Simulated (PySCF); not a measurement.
Compound: C5H7GeNS.
Atom-mapped SMILES: `[SH:1][GeH2:2][c:3]1[cH:4][cH:5][n:6][cH:7][cH:8]1` (hydrogens: H9 on S1; H10, H11 on Ge2; H12 on C4; H13 on C5; H14 on C7; H15 on C8)

Method used: PBE0-D3(BJ)/def2-SVP geometry optimisation, gas phase in PySCF.

Task: What internal coordinates does the optimisation give?

Result: 
```
            bond  length (Å)
          S1–Ge2       2.229
          Ge2–C3       1.952
    C3–C4, C3–C8       1.398
    C4–C5, C7–C8       1.395
    C5–N6, N6–C7       1.330
           S1–H9       1.351
Ge2–H10, Ge2–H11       1.538
  C4–H12, C8–H15       1.094
  C5–H13, C7–H14       1.097
```

Bonds in one row agree within 0.01 Å and their mean is given. A selection of angles:
```
      angle  degrees
  Ge2–S1–H9     94.3
  S1–Ge2–C3    110.0
 S1–Ge2–H10    104.4
 S1–Ge2–H11    111.3
 C3–Ge2–H10    111.4
 C3–Ge2–H11    109.3
H10–Ge2–H11    110.4
  Ge2–C3–C4    121.6
   C4–C3–C8    117.5
   C3–C4–C5    118.9
  C3–C4–H12    120.7
  C5–C4–H12    120.4
   C4–C5–N6    123.6
  C4–C5–H13    120.0
  N6–C5–H13    116.4
   C5–N6–C7    117.6
  N6–C7–H14    116.5
```

Torsions: S1–Ge2–C3–C4 20° (synperiplanar); H9–S1–Ge2–C3 63° (synclinal). The mirror-image conformer, all signs reversed, is as good.

Of the pairs four or more bonds apart, S1···H12 is among the closest relative to their van der Waals radii: 3.03 Å, 101 % of the sum of Bondi's values. The 6-membered ring C3–C4–C5–N6–C7–C8 has internal angles of 117.5° to 123.6°; it is planar, 0.00 Å rms from its mean plane, widest ring torsion 0°. Ge2 (germanium bonded to C, S and 2 H) is distorted tetrahedral (angles from 104.4° to 111.4°). All 4 C–C bonds measure 1.395 to 1.399 Å.

Point group: C1 (no symmetry element, even within 0.4 Å). No frequency check. The numbers are those of one conformer (H–S1–Ge2–C3 63°, S1–Ge2–C3–C4 20°).

Hardware: one thread, Arm Neoverse V2 (aarch64), shared host with 192 logical CPUs at a one-minute load of 77. Cost: 4.9 min wall, 0.72 GiB resident at most. That covers the optimisation of the geometry.
